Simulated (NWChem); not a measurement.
System: C$_{4}$H$_{5}$FO; SMILES COC=C=CF

Here is an NWChem input.

```
start job
memory heap 200 mb stack 900 mb global 1100 mb
geometry units angstroms noautosym nocenter noautoz
  C     -1.100966    -1.806908     0.085943
  O      0.273069    -1.895086    -0.200804
  C      0.968359    -0.751823    -0.144396
  C      0.511346     0.447942     0.159861
  C      0.130284     1.653222     0.490302
  F     -0.327770     2.553912    -0.387160
  H     -1.516325    -2.816193    -0.024838
  H     -1.269167    -1.446566     1.115377
  H     -1.607009    -1.115690    -0.610041
  H      2.023110    -0.916738    -0.393669
  H      0.138941     2.054108     1.511010
end
basis spherical
  * library 6-31g*
end
dft
  xc b3lyp
  iterations 150
end
property
  shielding
end
task dft property
```

Output (shortened):

```
             Northwest Computational Chemistry Package (NWChem) 7.3.0
             --------------------------------------------------------

                             Geometry "geometry" -> ""
                             -------------------------

 Output coordinates in angstroms (scale by  1.889725989 to convert to a.u.)

  No.       Tag          Charge          X              Y              Z
 ---- ---------------- ---------- -------------- -------------- --------------
    1 C                    6.0000    -1.10096600    -1.80690800     0.08594300
    2 O                    8.0000     0.27306900    -1.89508600    -0.20080400
    3 C                    6.0000     0.96835900    -0.75182300    -0.14439600
    4 C                    6.0000     0.51134600     0.44794200     0.15986100
    5 C                    6.0000     0.13028400     1.65322200     0.49030200
    6 F                    9.0000    -0.32777000     2.55391200    -0.38716000
    7 H                    1.0000    -1.51632500    -2.81619300    -0.02483800
    8 H                    1.0000    -1.26916700    -1.44656600     1.11537700
    9 H                    1.0000    -1.60700900    -1.11569000    -0.61004100
   10 H                    1.0000     2.02311000    -0.91673800    -0.39366900
   11 H                    1.0000     0.13894100     2.05410800     1.51101000

 Effective nuclear repulsion energy (a.u.)     215.4851015260

                              NWChem Property Module
                              ----------------------

  itol2e modified to match energy
  convergence criterion.

                                 NWChem DFT Module
                                 -----------------

 Summary of "ao basis" -> "ao basis" (spherical)
 ------------------------------------------------------------------------------
       Tag                 Description            Shells   Functions and Types
 ---------------- ------------------------------  ------  ---------------------
 C                           6-31g*                  6       14   3s2p1d
 O                           6-31g*                  6       14   3s2p1d
 F                           6-31g*                  6       14   3s2p1d
 H                           6-31g*                  2        2   2s

  itol2e modified to match energy
  convergence criterion.

            General Information
            -------------------
          SCF calculation type: DFT
          Wavefunction type:  closed shell.
          No. of atoms     :    11
          No. of electrons :    46
           Alpha electrons :    23
            Beta electrons :    23
          Charge           :     0
          Spin multiplicity:     1
          Use of symmetry is: off; symmetry adaption is: off
          Maximum number of iterations: 150
          AO basis - number of functions:    94
                     number of shells:    46
          Convergence on energy requested:  1.00D-07
          Convergence on density requested:  1.00D-05
          Convergence on gradient requested:  5.00D-04

              XC Information
              --------------
                         B3LYP Method XC Potential
                     Hartree-Fock (Exact) Exchange  0.200
                        Slater Exchange Functional  0.800 local
                    Becke 1988 Exchange Functional  0.720 non-local
              Lee-Yang-Parr Correlation Functional  0.810
                  VWN I RPA Correlation Functional  0.190 local

             Grid Information
             ----------------
          Grid used for XC integration:  fine
          Radial quadrature: Mura-Knowles
          Angular quadrature: Lebedev.
          Tag              B.-S. Rad. Rad. Pts. Rad. Cut. Ang. Pts.
          ---              ---------- --------- --------- ---------
          C                   0.70       70          12.0       590
          O                   0.60       70          11.0       590
          F                   0.50       70          13.0       590
          H                   0.35       60          12.0       590
          Grid pruning is: on
          Number of quadrature shells:   720
          Spatial weights used:  Erf1

      Superposition of Atomic Density Guess
      -------------------------------------

 Sum of atomic energies:        -327.25886354

      Non-variational initial energy
      ------------------------------

 Total energy =    -330.279386
 1-e energy   =    -874.800790
 2-e energy   =     329.036302
 HOMO         =      -0.260936
 LUMO         =       0.041242

   convergence    iter        energy       DeltaE   RMS-Dens  Diis-err
 ---------------- ----- ----------------- --------- --------- ---------
 d= 0,ls=0.0,diis     1   -330.2988428021 -5.46D+02  1.63D-02  8.47D-01
 d= 0,ls=0.0,diis     2   -330.3032247543 -4.38D-03  7.34D-03  9.34D-01
 d= 0,ls=0.0,diis     3   -330.3927852559 -8.96D-02  1.81D-03  5.70D-02
 d= 0,ls=0.0,diis     4   -330.3974728260 -4.69D-03  7.47D-04  5.82D-03
 d= 0,ls=0.0,diis     5   -330.3981166686 -6.44D-04  2.59D-04  9.37D-04
  Resetting Diis
 d= 0,ls=0.0,diis     6   -330.3982365256 -1.20D-04  6.51D-05  4.70D-05
 d= 0,ls=0.0,diis     7   -330.3982420220 -5.50D-06  3.09D-05  3.89D-06
 d= 0,ls=0.0,diis     8   -330.3982411885  8.33D-07  2.22D-05  1.18D-05
 d= 0,ls=0.0,diis     9   -330.3982424001 -1.21D-06  3.12D-06  1.55D-07
 d= 0,ls=0.0,diis    10   -330.3982424206 -2.05D-08  4.69D-07  2.42D-09

         Total DFT energy =     -330.398242420607
      One electron energy =     -878.371830619638
           Coulomb energy =      375.107382511180
    Exchange-Corr. energy =      -42.618895838130
 Nuclear repulsion energy =      215.485101525981

 Numeric. integr. density =       46.000004447075

                       DFT Final Molecular Orbital Analysis
                       ------------------------------------

[...]

          -----------------------------------------
          Chemical Shielding Tensors (GIAO, in ppm)
          -----------------------------------------

                                NWChem CPHF Module
                                ------------------

  scftype          =     RHF
  nclosed          =       23
  nopen            =        0
  variables        =     1633
  # of vectors     =        3
  tolerance        = 0.10D-03
  level shift      = 0.00D+00
  max iterations   =       50
  max subspace     =       30

 SCF residual:    3.1228608545124760E-005

Iterative solution of linear equations
  No. of variables     1633
  No. of equations        3
  Maximum subspace       30
        Iterations       50
       Convergence  1.0D-04

   iter   nsub   residual    time
   ----  ------  --------  ---------
     1      3    4.03D-01      28.9
     2      6    2.68D-02      31.2
     3      9    1.63D-03      33.6
     4     12    1.00D-04      35.9

      Atom:    1  C
        Diamagnetic
    257.6938      0.8619     -2.9606
      0.8619    245.9932      0.3485
     -2.9606      0.3485    243.1453

        Paramagnetic
    -78.4161     -0.8507     -8.6784
     -0.8507   -135.1975     -2.3343
     -8.6784     -2.3343   -122.9602

        Total Shielding Tensor
    179.2777      0.0112    -11.6389
      0.0112    110.7957     -1.9857
    -11.6389     -1.9857    120.1850

           isotropic =     136.7528
          anisotropy =      67.1051

          Principal Components and Axis System
                 1           2           3
              181.4895    118.4700    110.2989

      1         0.9824      0.1823      0.0408
      2         0.0054     -0.2461      0.9692
      3        -0.1867      0.9520      0.2427

      Atom:    2  O
        Diamagnetic
    410.2023     12.1054     -5.0281
     12.1054    393.3229      0.6430
     -5.0281      0.6430    374.9964

        Paramagnetic
   -244.1735     -6.8549     49.3049
     -6.8549   -155.2677    -16.2919
     49.3049    -16.2919    -72.1594

        Total Shielding Tensor
    166.0288      5.2505     44.2767
      5.2505    238.0552    -15.6489
     44.2767    -15.6489    302.8370

           isotropic =     235.6403
          anisotropy =     123.8581

          Principal Components and Axis System
                 1           2           3
              318.2124    236.8133    151.8952

      1         0.2701      0.1535      0.9505
      2        -0.1674      0.9797     -0.1106
      3         0.9482      0.1292     -0.2903

      Atom:    3  C
        Diamagnetic
    267.7507      7.5389     -2.8305
      7.5389    271.1604      3.2462
     -2.8305      3.2462    251.2103

        Paramagnetic
   -262.1792    -17.6579     23.7318
    -17.6579   -190.3075     -8.3441
     23.7318     -8.3441   -134.6737

        Total Shielding Tensor
      5.5715    -10.1189     20.9013
    -10.1189     80.8529     -5.0979
     20.9013     -5.0979    116.5366

           isotropic =      67.6537
          anisotropy =      80.7836

          Principal Components and Axis System
                 1           2           3
              121.5094     80.7119      0.7396

      1         0.1891     -0.0801      0.9787
      2        -0.1684      0.9793      0.1127
      3         0.9674      0.1861     -0.1717

      Atom:    4  C
        Diamagnetic
    232.3236    -17.3579     -5.5016
    -17.3579    277.6655     15.1643
     -5.5016     15.1643    228.6980

        Paramagnetic
   -190.4082     28.8103     -2.1321
     28.8103   -290.6860     -4.3007
     -2.1321     -4.3007   -189.6706

        Total Shielding Tensor
     41.9153     11.4524     -7.6337
     11.4524    -13.0205     10.8636
     -7.6337     10.8636     39.0274

           isotropic =      22.6408
          anisotropy =      38.5167

          Principal Components and Axis System
                 1           2           3
               48.3185     37.5294    -17.9256

      1         0.7951      0.5690     -0.2096
      2         0.0413      0.2940      0.9549
      3        -0.6050      0.7680     -0.2102

      Atom:    5  C
        Diamagnetic
    253.0463     -6.6975      3.9610
     -6.6975    265.4417     -3.8515
      3.9610     -3.8515    268.1888

        Paramagnetic
   -151.3291     13.6550    -21.0028
     13.6550   -175.7405      6.2188
    -21.0028      6.2188   -264.2217

        Total Shielding Tensor
    101.7172      6.9575    -17.0418
      6.9575     89.7012      2.3673
    -17.0418      2.3673      3.9671

           isotropic =      65.1285
          anisotropy =      62.8534

          Principal Components and Axis System
                 1           2           3
              107.0308     87.4119      0.9429

      1         0.9249     -0.3405      0.1693
      2         0.3515      0.9353     -0.0395
      3        -0.1449      0.0961      0.9848

      Atom:    6  F
        Diamagnetic
    472.3002     -5.5183      6.9477
     -5.5183    479.6158    -15.5709
      6.9477    -15.5709    477.6367

        Paramagnetic
    -95.4591     51.3789    -13.7824
     51.3789   -206.7286     -1.4544
    -13.7824     -1.4544   -205.2415

        Total Shielding Tensor
    376.8411     45.8607     -6.8347
     45.8607    272.8872    -17.0253
     -6.8347    -17.0253    272.3951

           isotropic =     307.3745
          anisotropy =     132.1083

          Principal Components and Axis System
                 1           2           3
              395.4467    278.8789    247.7978

      1         0.9270      0.2632     -0.2670
      2         0.3610     -0.4338      0.8255
      3        -0.1014      0.8617      0.4972

      Atom:    7  H
        Diamagnetic
     29.8594      7.1120     -0.0599
      7.1120     35.7593      0.9505
     -0.0599      0.9505     23.1395

        Paramagnetic
      0.9817     -4.2134     -0.5305
     -4.2134     -6.3883     -0.7434
     -0.5305     -0.7434      2.0009

        Total Shielding Tensor
     30.8412      2.8986     -0.5904
      2.8986     29.3709      0.2071
     -0.5904      0.2071     25.1404

           isotropic =      28.4508
          anisotropy =       6.9902

          Principal Components and Axis System
                 1           2           3
               33.1109     27.2459     24.9957

      1         0.7908     -0.5850      0.1798
      2         0.6106      0.7746     -0.1650
      3        -0.0427      0.2402      0.9698

      Atom:    8  H
        Diamagnetic
     26.8208      0.2429     -5.6031
      0.2429     25.2297      3.5481
     -5.6031      3.5481     34.1318

        Paramagnetic
      2.8353     -0.1158      2.0075
     -0.1158      1.4435     -3.2014
      2.0075     -3.2014     -4.2120

        Total Shielding Tensor
     29.6562      0.1271     -3.5956
      0.1271     26.6732      0.3467
     -3.5956      0.3467     29.9198

           isotropic =      28.7497
          anisotropy =       6.9603

          Principal Components and Axis System
                 1           2           3
               33.3899     26.8391     26.0201

      1        -0.6930      0.3431      0.6340
      2         0.0241      0.8900     -0.4552
      3         0.7205      0.3002      0.6251

      Atom:    9  H
        Diamagnetic
     31.3666     -3.5571      5.1262
     -3.5571     28.7968     -4.5476
      5.1262     -4.5476     25.9388

        Paramagnetic
      0.6077      2.2893     -2.8256
      2.2893     -1.4043      3.7043
     -2.8256      3.7043      0.8811

        Total Shielding Tensor
     31.9743     -1.2677      2.3007
     -1.2677     27.3925     -0.8433
      2.3007     -0.8433     26.8199

           isotropic =      28.7289
          anisotropy =       6.7525

          Principal Components and Axis System
                 1           2           3
               33.2305     27.1058     25.8503

      1         0.9012      0.3212     -0.2909
      2        -0.2471      0.9324      0.2638
      3         0.3559     -0.1659      0.9197

      Atom:   10  H
        Diamagnetic
     42.3655     -0.8690     -4.5099
     -0.8690     26.3625      0.9754
     -4.5099      0.9754     22.7146

        Paramagnetic
    -15.5403      2.1688      3.5531
      2.1688      0.1545     -0.5744
      3.5531     -0.5744     -0.3888

        Total Shielding Tensor
     26.8252      1.2998     -0.9568
      1.2998     26.5170      0.4010
     -0.9568      0.4010     22.3258

           isotropic =      25.2227
          anisotropy =       4.1924

          Principal Components and Axis System
                 1           2           3
               28.0176     25.6209     22.0295

      1         0.7642     -0.6014      0.2331
      2         0.6396      0.7532     -0.1533
      3        -0.0834      0.2663      0.9603

      Atom:   11  H
        Diamagnetic
     21.4310     -1.1348      1.2900
     -1.1348     27.1145      5.1376
      1.2900      5.1376     40.8103

        Paramagnetic
      1.1366      0.0399     -0.3893
      0.0399     -0.8011     -5.6216
     -0.3893     -5.6216    -14.4875

        Total Shielding Tensor
     22.5676     -1.0949      0.9007
     -1.0949     26.3134     -0.4840
      0.9007     -0.4840     26.3228

           isotropic =      25.0679
          anisotropy =       3.2433

          Principal Components and Axis System
                 1           2           3
               27.2301     25.8380     22.1356

      1        -0.2903     -0.0270      0.9566
      2         0.6943      0.6819      0.2299
      3        -0.6585      0.7309     -0.1792
```

Level: B3LYP/6-31G* (spherical d), GIAO. The geometry was optimised at PBE0/def2-SVP. The printed shielding anisotropy is the first printed principal value minus the mean of the other two.
